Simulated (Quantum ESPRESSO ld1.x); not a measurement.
Results of a calculation; reference values are marked as such.
The mean radii <r> (bohr) of the occupied orbitals of an atom or ion are listed with their occupations. Level of theory: scalar-relativistic Kohn-Sham, revPBE, spin-unpolarised, spherical densities, point nucleus (ld1.x of Quantum ESPRESSO 7.5).

| orbital | occ. | <r> |
|---|---|---|
| 1s | 2 | 0.02665 |
| 2s | 2 | 0.1146 |
| 2p | 6 | 0.1003 |
| 3s | 2 | 0.3063 |
| 3p | 6 | 0.3043 |
| 3d | 10 | 0.2808 |
| 4s | 2 | 0.7160 |
| 4p | 6 | 0.7635 |
| 4d | 10 | 0.8695 |
| 5s | 2 | 1.709 |
| 5p | 2 | 1.939 |

Name the element and its charge.

Answer. Z = 54, xenon, charge +4: Xe4+ in [Kr] 4d10 5s2 5p2. The 1s radius gives Z: for a bare nucleus <r> = (2 gamma + 1)/(2Z) with gamma = sqrt(1 - (Z/c)^2), 0.02628 bohr for Z = 54, and screening makes it slightly larger (0.02665 here). The occupations add up to 50, and the charge is Z minus that.
